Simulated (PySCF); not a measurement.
# Computed properties of C5H5Cl, SMILES C=C=C/C=C/Cl

C₅H₅Cl, SMILES C(=C/C=C/Cl)=C. Coordinates come from a r2SCAN-D4/def2-SVP optimisation. The structure was generated by enumeration; whether it is a known compound was not checked. The values are those of a single conformer. All values are computed for the isolated molecule unless a solvent is named; none is compared with measurement here.

**Structure.** The optimised structure has Cs symmetry. All 27 harmonic modes at r2SCAN-D4/def2-SVP (PySCF) are real, so it is a minimum. With heavy atoms numbered as in [CH2:1]=[C:2]=[CH:3]/[CH:4]=[CH:5]/[Cl:6], the shortest bond between them is C1–C2 at 1.308 Å and the longest C5–Cl6 at 1.728 Å.

**Vibrations.** The strongest infrared lines (harmonic, unscaled, degenerate partners summed) lie at 662 cm⁻¹ (67 km/mol, C 81 %, Cl 11 %), 2039 cm⁻¹ (66 km/mol, C 98 %), 845 cm⁻¹ (55 km/mol, H 74 %, C 26 %). The softest mode is at 67 cm⁻¹ and the zero-point energy is 49.9 kcal/mol.

**Electronic structure.** r2SCAN/def2-TZVP (PySCF) places the frontier levels at -5.69 and -2.04 eV, a gap of 3.65 eV, and gives a dipole moment of 1.59 D and a mean polarisability of 80.8 bohr³. PBE/def2-TZVP (PySCF) at the same geometry gives -5.53 and -2.17 eV, so its gap is 0.29 eV narrower. An orbital gap is neither the optical nor the fundamental gap.

**Excitations.** TDDFT-CAM-B3LYP/def2-SVPD (PySCF) has S1 at 4.99 eV (249 nm, f = 0.466, bright); the most intense of the 10 singlets computed lies at 4.99 eV (f = 0.47). T1 (TDA) is at 2.83 eV. TDDFT-PBE/def2-SVPD (PySCF) puts S1 at 4.52 eV. No vertical singlet excitation falls in the visible range (under 3.1 eV).

**NMR.** GIAO shifts at B3LYP/pcSseg-1 (PySCF) (non-relativistic, atoms alike by connectivity averaged): ¹³C from 85.6 to 231.7 ppm against TMS; ¹H from 5.6 to 6.8 ppm against TMS. Without spin–orbit terms, shifts of atoms bonded to Cl or Br come out too high.

**Solvation.** SMD-PBE0/6-31G* (PySCF) gives -0.3 kcal/mol in water, -4.8 kcal/mol in diethylether, -4.4 kcal/mol in 2-propanol (1 M in both phases, gas-phase geometry); of these solvents diethylether holds the molecule best.
